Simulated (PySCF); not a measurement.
An unknown gives this computed stick spectrum. The calculation used TDDFT CAM-B3LYP/def2-SVPD, vertical, gas phase, core orbitals frozen in the response in PySCF. Geometries: GFN2-xTB, one conformer each.

```csv
state,λ (nm),f
S1,214.1,0.018
S2,196.1,0.064
S3,192.3,0.161
S4,189.1,0.212
S5,183.7,0.090
S6,180.0,0.135
S7,177.0,0.022
S8,175.5,0.107
```

Orbital energies (eV): HOMO-3 -10.07, HOMO-2 -9.54, HOMO-1 -9.23, HOMO -8.74, LUMO 0.14, LUMO+1 0.47, LUMO+2 0.78.

**Question.** Which structure fits?
A. `N#C/C([SiH3])=C\[SiH2]F`
B. `C=C/C=C\N([SiH3])[SiH3]`
C. `N[SiH2][Si@@H]([SiH3])[SiH2][SiH3]`

**Answer.** C. Its S1, at 5.79 eV, is the highest among the candidates; the nearest of the others has S1 at 5.36 eV. S1 is HOMO→LUMO (57%), HOMO→LUMO+1 (29%). Löwdin shares by element: HOMO nitrogen 46%, silicon 28% or more, hydrogen 11% or more (atoms not listed hold the other 16%); LUMO silicon 61% or more (atoms not listed hold the other 39%). At the same level the other candidates give, for their lowest levels:
- `N#C/C([SiH3])=C\[SiH2]F`: 231 nm (f 0.000); 211 nm (f 0.333); 194 nm (f 0.000); 183 nm (f 0.001); 169 nm (f 0.092); T1 3.49 eV; HOMO -9.84, LUMO -1.25 eV
- `C=C/C=C\N([SiH3])[SiH3]`: 252 nm (f 0.529); 230 nm (f 0.006); 204 nm (f 0.028); 199 nm (f 0.003); 195 nm (f 0.007); T1 2.96 eV; HOMO -7.17, LUMO 0.30 eV

The values belong to the conformer `[NH2:1][SiH2:2][Si@@H:3]([SiH3:4])[SiH2:5][SiH3:6]`: N1–Si2–Si3–Si4 -66°, Si2–Si3–Si5–Si6 77°, H–N1–Si2–Si3 171°, H–N1–Si2–Si3 -53°.
Triplets come from the Tamm–Dancoff approximation.

Without π bonds the low states are Rydberg-like; a valence basis with one diffuse set may place them up to an eV too high.
